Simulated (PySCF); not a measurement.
Species: di-propylamine, C₆H₁₅N.
Structure used (PBE0-D3(BJ)/def2-SVP), in Å, numbered top down from 1:
```xyz
22
C6H15N angstrom
C      3.7358   -0.2346    0.6156
C      2.4933   -0.3725   -0.2479
C      1.2024   -0.1256    0.5142
N      0.0482   -0.2221   -0.3457
C     -1.2148    0.0026    0.3137
C     -2.3821   -0.1215   -0.6511
C     -3.7282    0.1580   -0.0043
H      3.7202   -0.9424    1.4600
H      3.8180    0.7795    1.0387
H      4.6526   -0.4274    0.0387
H      2.5309    0.3282   -1.0982
H      2.4603   -1.3849   -0.6906
H      1.1537   -0.8171    1.3889
H      1.2260    0.8920    0.9460
H      0.0386   -1.1308   -0.8061
H     -1.2038    1.0227    0.7399
H     -1.3816   -0.6789    1.1817
H     -2.2060    0.5654   -1.4952
H     -2.3827   -1.1389   -1.0835
H     -3.7710    1.1809    0.4031
H     -4.5524    0.0547   -0.7257
H     -3.9274   -0.5355    0.8285
```

Level: PBE0/pcSseg-1 and CAM-B3LYP/def2-SVPD in PySCF, non-relativistic, on one gas-phase PBE0-D3(BJ)/def2-SVP geometry that isn't relaxed in the solvent. The solvent is an IEF-PCM continuum (cavity from Bondi-type radii × 1.2). Specific hydrogen bonds and non-electrostatic terms are outside this model.

Gas phase at PBE0/pcSseg-1: HOMO -6.27 eV, LUMO 1.52 eV, dipole 0.81 D.

**Question.** What does the continuum do to the energy, the frontier levels and the dipole at PBE0/pcSseg-1 in chloroform and tetrahydrofuran?

**Answer.** 
```tsv
solvent	ε	E(solvent) − E(gas) (kcal/mol)	polarisation term (kcal/mol)	distortion of the solute (kcal/mol)	HOMO (eV)	LUMO (eV)	dipole (D)
chloroform	4.711	-2.08	-2.24	0.16	-6.31	1.65	1.06
tetrahydrofuran	7.426	-2.43	-2.65	0.22	-6.32	1.66	1.12
```

The first energy column is the sum of the next two and covers electrostatics alone. From chloroform to tetrahydrofuran the lowering changes by a factor 1.17, Onsager's factor (ε − 1)/(2ε + 1) by 1.14 and ε itself by 1.6.

**Question.** Give the dipole vector in the frame of the coordinates (D, pointing from negative to positive charge), gas and tetrahydrofuran.

**Answer.** Gas (-0.07, -0.70, 0.40), solvent (-0.10, -0.95, 0.58). Its length changes by +38 % and its direction by 2°.

**Question.** Which Hirshfeld charges (PBE0/pcSseg-1) respond most in chloroform (means over atoms taken as equivalent)?

**Answer.** 
| atoms | environment | gas (e) | solvent (e) | change |
| --- | --- | --- | --- | --- |
| N4 | secondary amine nitrogen | -0.162 | -0.171 | -0.009 |
| H15 | N–H hydrogen | +0.103 | +0.108 | +0.005 |
| H13/H14/H16/H17 | methylene hydrogen | +0.026 | +0.028 | +0.002 |
| C3/C5 | sp3 carbon bound to nitrogen | -0.026 | -0.027 | -0.001 |
| C2/C6 | chain CH2 carbon | -0.068 | -0.069 | -0.001 |
| C1/C7 | methyl carbon | -0.113 | -0.114 | -0.001 |
| H8 (×6) | methyl hydrogen | +0.039 | +0.039 | 0.000 |
| H11/H12/H18/H19 | methylene hydrogen | +0.034 | +0.034 | 0.000 |

Gas phase at CAM-B3LYP/def2-SVPD: HOMO -7.77 eV, LUMO 1.45 eV, dipole 0.81 D.

**Question.** What does the continuum do to the energy, the frontier levels and the dipole at CAM-B3LYP/def2-SVPD in chloroform and tetrahydrofuran?

**Answer.** 
| solvent | ε | E(solvent) − E(gas) (kcal/mol) | polarisation term (kcal/mol) | distortion of the solute (kcal/mol) | HOMO (eV) | LUMO (eV) | dipole (D) |
| --- | --- | --- | --- | --- | --- | --- | --- |
| chloroform | 4.711 | -2.09 | -2.31 | 0.22 | -7.78 | 1.58 | 1.11 |
| tetrahydrofuran | 7.426 | -2.45 | -2.77 | 0.32 | -7.80 | 1.59 | 1.18 |

**Question.** How does the static polarisability (CAM-B3LYP/def2-SVPD, frozen core, with the continuum's full static response) change?

**Answer.** 
```csv
medium,isotropic (au),principal values (au),⟨r²⟩ of the electrons (bohr²)
gas,86.1,"74.1, 79.7, 104.6",1610.1
chloroform,104.5,"94.5, 101.7, 117.5",1609.9
tetrahydrofuran,108.0,"98.8, 106.2, 119.1",1609.8
```

The isotropic value in tetrahydrofuran is 1.25 times the gas-phase one; no cavity-field correction is applied. ⟨r²⟩ is taken about the centre of nuclear charge.
